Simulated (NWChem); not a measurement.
The numbers come from NWChem runs, not from measurements. System: C$_{2}$H$_{5}$N$_{3}$Si, charge 0, spin multiplicity 1, at a geometry optimised with B3LYP/def2-SVP. The structure started from a generated list of species. Level: PBE0/def2-SVP.

Input file:

```
start mol
memory heap 200 mb stack 800 mb global 1000 mb
geometry units angstroms nocenter noautoz
  N      2.099009    -0.335021     0.000000
  Si     0.621982     0.536791     0.000000
  N     -0.452641     0.041426     1.349392
  C     -1.501375    -0.393419     0.765064
  C     -1.501375    -0.393419    -0.765064
  N     -0.452641     0.041426    -1.349392
  H      2.475391    -0.749552     0.845074
  H      2.475391    -0.749552    -0.845074
  H      0.761110     2.016397     0.000000
  H     -2.379617    -0.773079     1.318780
  H     -2.379617    -0.773079    -1.318780
  symmetry group Cs
end
basis spherical
  * library def2-svp
end
dft
  xc pbe0
  semidirect memsize 60000000 filesize 0
  iterations 100
end
task dft energy
```

Part of the output:

```
             Northwest Computational Chemistry Package (NWChem) 7.3.0
             --------------------------------------------------------

                                NWChem Input Module
                                -------------------

 Scaling coordinates for geometry "geometry" by  1.889725989
 (inverse scale =  0.529177249)

 Turning off AUTOSYM since
 SYMMETRY directive was detected!

                             Geometry "geometry" -> ""
                             -------------------------

 Output coordinates in angstroms (scale by  1.889725989 to convert to a.u.)

  No.       Tag          Charge          X              Y              Z
 ---- ---------------- ---------- -------------- -------------- --------------
    1 N                    7.0000     2.09900900    -0.33502100     0.00000000
    2 Si                  14.0000     0.62198200     0.53679100     0.00000000
    3 N                    7.0000    -0.45264100     0.04142600     1.34939200
    4 C                    6.0000    -1.50137500    -0.39341900     0.76506400
    5 C                    6.0000    -1.50137500    -0.39341900    -0.76506400
    6 N                    7.0000    -0.45264100     0.04142600    -1.34939200
    7 H                    1.0000     2.47539100    -0.74955200     0.84507400
    8 H                    1.0000     2.47539100    -0.74955200    -0.84507400
    9 H                    1.0000     0.76111000     2.01639700     0.00000000
   10 H                    1.0000    -2.37961700    -0.77307900     1.31878000
   11 H                    1.0000    -2.37961700    -0.77307900    -1.31878000

 Effective nuclear repulsion energy (a.u.)     283.1288661740

            Nuclear Dipole moment (a.u.)
            ----------------------------
        X                 Y               Z
 ---------------- ---------------- ----------------
    -0.0000094486    -0.0000037795     0.0000000000

      Symmetry information
      --------------------

 Group name             Cs
 Group number              2
 Group order               2
 No. of unique centers     7

      Symmetry unique atoms

     1    2    3    4    7    9   10


 Summary of "ao basis" -> "" (spherical)
 ------------------------------------------------------------------------------
       Tag                 Description            Shells   Functions and Types
 ---------------- ------------------------------  ------  ---------------------
 *                          def2-svp                  on all atoms

                                 NWChem DFT Module
                                 -----------------

 Summary of "ao basis" -> "ao basis" (spherical)
 ------------------------------------------------------------------------------
       Tag                 Description            Shells   Functions and Types
 ---------------- ------------------------------  ------  ---------------------
 N                          def2-svp                 6       14   3s2p1d
 Si                         def2-svp                 8       18   4s3p1d
 C                          def2-svp                 6       14   3s2p1d
 H                          def2-svp                 3        5   2s1p

 Summary of "ao basis" -> "ao basis" (spherical)
 ------------------------------------------------------------------------------
       Tag                 Description            Shells   Functions and Types
 ---------------- ------------------------------  ------  ---------------------
 N                          def2-svp                 6       14   3s2p1d
 Si                         def2-svp                 8       18   4s3p1d
 C                          def2-svp                 6       14   3s2p1d
 H                          def2-svp                 3        5   2s1p

      Symmetry analysis of basis
      --------------------------

        a'         65
        a"         48

            General Information
            -------------------
          SCF calculation type: DFT
          Wavefunction type:  closed shell.
          No. of atoms     :    11
          No. of electrons :    52
           Alpha electrons :    26
            Beta electrons :    26
          Charge           :     0
          Spin multiplicity:     1
          Use of symmetry is: on ; symmetry adaption is: on
          Maximum number of iterations: 100
          AO basis - number of functions:   113
                     number of shells:    53
          Convergence on energy requested:  1.00D-06
          Convergence on density requested:  1.00D-05
          Convergence on gradient requested:  5.00D-04

              XC Information
              --------------
                         PBE0 Method XC Functional
                     Hartree-Fock (Exact) Exchange  0.250
          PerdewBurkeErnzerhof Exchange Functional  0.750
            Perdew 1991 LDA Correlation Functional  1.000 local
           PerdewBurkeErnz. Correlation Functional  1.000 non-local

             Grid Information
             ----------------
          Grid used for XC integration:  medium
          Radial quadrature: Mura-Knowles
          Angular quadrature: Lebedev.
          Tag              B.-S. Rad. Rad. Pts. Rad. Cut. Ang. Pts.
          ---              ---------- --------- --------- ---------
          N                   0.65       49          12.0       434
          Si                  1.10       88          10.0       590
          C                   0.70       49          11.0       434
          H                   0.35       45          13.0       434
          Grid pruning is: on
          Number of quadrature shells:   370
          Spatial weights used:  Erf1

          Convergence Information
          -----------------------
          Convergence aids based upon iterative change in
          total energy or number of iterations.
          Levelshifting, if invoked, occurs when the
          HOMO/LUMO gap drops below (HL_TOL):  1.00D-02
          DIIS, if invoked, will attempt to extrapolate
          using up to (NFOCK): 10 stored Fock matrices.

                    Damping( 0%)  Levelshifting(0.5)       DIIS
                  --------------- ------------------- ---------------
          dE  on:    start            ASAP                start
          dE off:    2 iters        100 iters           100 iters

      Screening Tolerance Information
      -------------------------------
          Density screening/tol_rho:  1.00D-10
          AO Gaussian exp screening on grid/accAOfunc:  14
          CD Gaussian exp screening on grid/accCDfunc:  20
          XC Gaussian exp screening on grid/accXCfunc:  20
          Schwarz screening/accCoul:  1.00D-08

      Superposition of Atomic Density Guess
      -------------------------------------

 Sum of atomic energies:        -529.21710521

      Non-variational initial energy
      ------------------------------

 Total energy =    -532.428346
 1-e energy   =   -1287.728440
 2-e energy   =     472.171227
 HOMO         =      -0.281768
 LUMO         =      -0.102461

      Symmetry analysis of molecular orbitals - initial
      -------------------------------------------------

  Numbering of irreducible representations:

     1 a'          2 a"

  Orbital symmetries:

     1 a'          2 a'          3 a'          4 a"          5 a'
     6 a"          7 a'          8 a'          9 a'         10 a"
    11 a'         12 a'         13 a"         14 a'         15 a"
    16 a'         17 a"         18 a'         19 a'         20 a'
    21 a"         22 a'         23 a"         24 a'         25 a"
    26 a'         27 a'         28 a'         29 a"         30 a"
    31 a'         32 a'         33 a"         34 a"         35 a'
    36 a'

------------------------------------------------------------
EAF file 0: "./mol.aoints.0" size=524288 bytes
------------------------------------------------------------
               write      read    awrite     aread      wait
               -----      ----    ------     -----      ----
     calls:        1         0         0         0         0
   data(b): 5.24e+05  0.00e+00  0.00e+00  0.00e+00
   time(s): 0.00e+00  0.00e+00  0.00e+00  0.00e+00  0.00e+00
rate(mb/s): 0.00e+00  0.00e+00
------------------------------------------------------------

   convergence    iter        energy       DeltaE   RMS-Dens  Diis-err    time
 ---------------- ----- ----------------- --------- --------- ---------  ------
 d= 0,ls=0.0,diis     1   -532.1897181674 -8.15D+02  1.50D-02  9.58D-01     2.3
 d= 0,ls=0.0,diis     2   -531.9874727916  2.02D-01  9.98D-03  2.82D+00     2.8
 d= 0,ls=0.0,diis     3   -532.3047212113 -3.17D-01  1.74D-03  4.42D-02     3.4
 d= 0,ls=0.0,diis     4   -532.3086587554 -3.94D-03  7.48D-04  1.37D-02     3.9
 d= 0,ls=0.0,diis     5   -532.3101999346 -1.54D-03  1.73D-04  4.43D-04     4.4
  Resetting Diis
 d= 0,ls=0.0,diis     6   -532.3102489640 -4.90D-05  4.22D-05  2.73D-05     4.9
 d= 0,ls=0.0,diis     7   -532.3102522159 -3.25D-06  2.09D-05  1.42D-06     5.5
 d= 0,ls=0.0,diis     8   -532.3102519643  2.52D-07  1.15D-05  3.43D-06     6.0
 d= 0,ls=0.0,diis     9   -532.3102523949 -4.31D-07  2.21D-06  1.57D-07     6.6

         Total DFT energy =     -532.310252394852
      One electron energy =    -1292.222804362022
           Coulomb energy =      530.739775838658
    Exchange-Corr. energy =      -53.956090045450
 Nuclear repulsion energy =      283.128866173961

 Numeric. integr. density =       51.999984284642

     Total iterative time =      6.2s

                  Occupations of the irreducible representations
                  ----------------------------------------------

                     irrep           alpha         beta
                     --------     --------     --------
                     a'               17.0         17.0
                     a"                9.0          9.0

                       DFT Final Molecular Orbital Analysis
                       ------------------------------------

 Vector   24  Occ=2.000000D+00  E=-2.947361D-01  Symmetry=a'
              MO Center=  8.8D-01, -1.5D-01,  2.8D-15, r^2= 3.9D+00
   Bfn.  Coefficient  Atom+Function         Bfn.  Coefficient  Atom+Function
  ----- ------------  ---------------      ----- ------------  ---------------
     5      0.355360   1 N  py                8     -0.283562   1 N  py
     4      0.237611   1 N  px                7     -0.202166   1 N  px
    17      0.194437   2 Si s                38      0.174549   3 N  pz
    80     -0.174549   6 N  pz               35     -0.170975   3 N  s
    77     -0.170975   6 N  s                52      0.164543   4 C  pz

 Vector   25  Occ=2.000000D+00  E=-2.809875D-01  Symmetry=a"
              MO Center= -5.6D-01,  5.3D-04, -9.8D-14, r^2= 3.1D+00
   Bfn.  Coefficient  Atom+Function         Bfn.  Coefficient  Atom+Function
  ----- ------------  ---------------      ----- ------------  ---------------
    38      0.396981   3 N  pz               80      0.396981   6 N  pz
    41     -0.296144   3 N  pz               83     -0.296144   6 N  pz
    24      0.155403   2 Si pz               55     -0.147779   4 C  pz
    69     -0.147779   5 C  pz               48      0.120413   4 C  s
    62     -0.120413   5 C  s                34     -0.119157   3 N  s

 Vector   26  Occ=2.000000D+00  E=-2.613123D-01  Symmetry=a'
              MO Center=  2.0D-01, -5.1D-02,  9.5D-14, r^2= 4.5D+00
   Bfn.  Coefficient  Atom+Function         Bfn.  Coefficient  Atom+Function
  ----- ------------  ---------------      ----- ------------  ---------------
    38     -0.254557   3 N  pz               80      0.254557   6 N  pz
     5      0.251913   1 N  py                4      0.235536   1 N  px
     8     -0.220374   1 N  py               41      0.207315   3 N  pz
    83     -0.207315   6 N  pz                7     -0.190550   1 N  px
    17     -0.187687   2 Si s                52     -0.172432   4 C  pz

 Vector   27  Occ=0.000000D+00  E=-7.505683D-02  Symmetry=a'
              MO Center= -8.1D-01, -1.1D-01, -8.8D-15, r^2= 3.1D+00
   Bfn.  Coefficient  Atom+Function         Bfn.  Coefficient  Atom+Function
  ----- ------------  ---------------      ----- ------------  ---------------
    40      0.289842   3 N  py               54     -0.289004   4 C  py
    68     -0.289004   5 C  py               82      0.289842   6 N  py
    37     -0.283111   3 N  py               79     -0.283111   6 N  py
    51     -0.263995   4 C  py               65     -0.263995   5 C  py
     3      0.262492   1 N  s                26      0.252613   2 Si py

 Vector   28  Occ=0.000000D+00  E= 4.782374D-02  Symmetry=a"
              MO Center= -7.0D-01,  2.0D-03,  1.9D-14, r^2= 3.9D+00
   Bfn.  Coefficient  Atom+Function         Bfn.  Coefficient  Atom+Function
  ----- ------------  ---------------      ----- ------------  ---------------
    27      0.617025   2 Si pz               54     -0.488890   4 C  py
    68      0.488890   5 C  py               51     -0.322829   4 C  py
    65      0.322829   5 C  py               35     -0.282787   3 N  s
    77      0.282787   6 N  s                40      0.243463   3 N  py
    82     -0.243463   6 N  py               39     -0.230005   3 N  px

 Vector   29  Occ=0.000000D+00  E= 5.796449D-02  Symmetry=a'
              MO Center=  2.0D+00, -2.7D-01, -3.3D-14, r^2= 5.0D+00
   Bfn.  Coefficient  Atom+Function         Bfn.  Coefficient  Atom+Function
  ----- ------------  ---------------      ----- ------------  ---------------
     3      1.399690   1 N  s                90     -0.764876   7 H  s
    95     -0.764876   8 H  s                25     -0.548426   2 Si px
    18     -0.541451   2 Si s               100      0.510550   9 H  s
     2      0.240747   1 N  s                49     -0.226920   4 C  s
    63     -0.226920   5 C  s                26     -0.172577   2 Si py

 center of mass
 --------------
 x =  -0.01824166 y =   0.01922930 z =   0.00000000

 moments of inertia (a.u.)
 ------------------
         320.711548115466         -52.384497577872           0.000000000000
         -52.384497577872         809.499349344957           0.000000000000
           0.000000000000           0.000000000000         630.347371246323

     Multipole analysis of the density
     ---------------------------------

     L   x y z        total         alpha         beta         nuclear
     -   - - -        -----         -----         ----         -------
     0   0 0 0     -0.000000    -26.000000    -26.000000     52.000000

     1   1 0 0      0.116510      0.058260      0.058260     -0.000009
     1   0 1 0     -0.568695     -0.284345     -0.284345     -0.000004
     1   0 0 1      0.000000      0.000000      0.000000      0.000000

     2   2 0 0    -24.732228   -173.661080   -173.661080    322.589933
     2   1 1 0     -0.771920    -14.813719    -14.813719     28.855518
     2   1 0 1      0.000000      0.000000      0.000000     -0.000000
     2   0 2 0    -30.854541    -38.792531    -38.792531     46.730522
     2   0 1 1      0.000000      0.000000      0.000000     -0.000000
     2   0 0 2    -35.702200    -84.670283    -84.670283    133.638366

 Task  times  cpu:        6.7s     wall:        6.7s

 Total times  cpu:        6.7s     wall:        6.7s
```
